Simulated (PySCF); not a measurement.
Compound: C6H13NSi.
SMILES with atom numbers: `[CH2:1]=[C:2]([CH3:3])[C@H:4]1[CH2:5][NH:6][SiH2:7][CH2:8]1` (hydrogens: H9, H10 on C1; H11, H12, H13 on C3; H14 on C4; H15, H16 on C5; H17 on N6; H18, H19 on Si7; H20, H21 on C8)

The same species was optimised twice, with GFN2-xTB and with PBE0-D3(BJ)/def2-SVP (PySCF), and the same property calculations (PySCF, gas phase) were run on both structures.

| coordinate | GFN2-xTB | PBE0-D3(BJ)/def2-SVP | change |
| --- | --- | --- | --- |
| N6–Si7 (Å) | 1.713 | 1.735 | +0.022 |
| C1=C2 (Å) | 1.323 | 1.338 | +0.015 |
| C4–C8 (Å) | 1.539 | 1.549 | +0.010 |
| Si7–C8 (Å) | 1.898 | 1.891 | -0.007 |
| C2–C4 (Å) | 1.510 | 1.518 | +0.008 |
| C5–N6 (Å) | 1.448 | 1.452 | +0.004 |
| C4–C5 (Å) | 1.534 | 1.536 | +0.002 |
| C2–C3 (Å) | 1.501 | 1.501 | 0.000 |
| C4–C8–Si7 (°) | 105.0 | 102.9 | -2.1 |
| C5–N6–Si7 (°) | 115.2 | 113.7 | -1.5 |
| C2–C4–C5 (°) | 113.6 | 114.8 | +1.2 |
| N6–Si7–C8 (°) | 92.2 | 93.1 | +0.9 |
| C2–C4–C8 (°) | 109.7 | 110.4 | +0.7 |
| C5–C4–C8 (°) | 107.5 | 107.2 | -0.3 |
| C3–C2–C4 (°) | 114.4 | 114.7 | +0.3 |
| C4–C5–N6 (°) | 108.1 | 107.8 | -0.3 |
| C1–C2–C4–C5 (°) | -32 | -22 | +10 |

Rotational constants: A = 2973, B = 1233, C = 1170 MHz (GFN2-xTB) against A = 2808, B = 1276, C = 1182 MHz (PBE0-D3(BJ)/def2-SVP). Point groups within 0.08 Å: C1 and C1.

On the GFN2-xTB structure: HOMO (eV) -6.38 [PBE0/pcSseg-1]; LUMO (eV) 0.58 [PBE0/pcSseg-1]; dipole (D) 0.99 [PBE0/pcSseg-1]; GIAO shielding of C1 (ppm) 72.0 [PBE0/pcSseg-1]; GIAO shielding of C2 (ppm) 25.4 [PBE0/pcSseg-1]; GIAO shielding of C3 (ppm) 159.2 [PBE0/pcSseg-1]; GIAO shielding of C4 (ppm) 142.4 [PBE0/pcSseg-1]; GIAO shielding of C5 (ppm) 130.2 [PBE0/pcSseg-1]; GIAO shielding of N6 (ppm) 245.2 [PBE0/pcSseg-1]; GIAO shielding of Si7 (ppm) 376.6 [PBE0/pcSseg-1]; GIAO shielding of C8 (ppm) 170.5 [PBE0/pcSseg-1].

What do these properties become on the PBE0-D3(BJ)/def2-SVP structure?

```
                                    property          level  on GFN2-xTB  on PBE0-D3(BJ)/def2-SVP  change
                                   HOMO (eV)  PBE0/pcSseg-1        -6.38                    -6.38    0.00
                                   LUMO (eV)  PBE0/pcSseg-1         0.58                     0.44   -0.14
                                  dipole (D)  PBE0/pcSseg-1         0.99                     0.97   -0.02
energy, GFN2-xTB geometry as zero (kcal/mol)  PBE0/pcSseg-1          0.0                     -1.7    -1.7
                  GIAO shielding of C1 (ppm)  PBE0/pcSseg-1         72.0                     66.0    -6.0
                  GIAO shielding of C2 (ppm)  PBE0/pcSseg-1         25.4                     26.7    +1.3
                  GIAO shielding of C3 (ppm)  PBE0/pcSseg-1        159.2                    158.8    -0.4
                  GIAO shielding of C4 (ppm)  PBE0/pcSseg-1        142.4                    139.9    -2.5
                  GIAO shielding of C5 (ppm)  PBE0/pcSseg-1        130.2                    131.1    +0.9
                  GIAO shielding of N6 (ppm)  PBE0/pcSseg-1        245.2                    244.3    -0.9
                 GIAO shielding of Si7 (ppm)  PBE0/pcSseg-1        376.6                    375.9    -0.7
                  GIAO shielding of C8 (ppm)  PBE0/pcSseg-1        170.5                    170.1    -0.4
```

The heavy atoms differ by 0.106 Å rms after alignment. Among bonds between heavy atoms N6–Si7 changes most (+0.022 Å). Changes are differences of the printed values. Neither structure is proved a minimum here.
